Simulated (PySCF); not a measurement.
Vertical excitations of a molecule C₂H₄BFO₂ from TDDFT-PBE/def2-SVPD run with PySCF, as energy in eV (oscillator strength): 4.95 (0.001), 6.16 (0.002), 6.71 (0.014), 6.86 (0.024), 7.30 (0.075), 7.49 (0.026), 7.58 (0.003), 8.03 (0.033), 8.13 (0.026), 8.30 (0.024). Lowest triplet (TDA): 4.52 eV. Geometry optimised at B3LYP-D3(BJ)/def2-SVP. One conformer was computed; it need not be the lowest.

Identify the compound among the candidates.
A) CC(=O)OBF
B) FB1OCCO1
C) O[C@@H]1COB1F
D) CB(F)C(=O)O

A, CC(=O)OBF
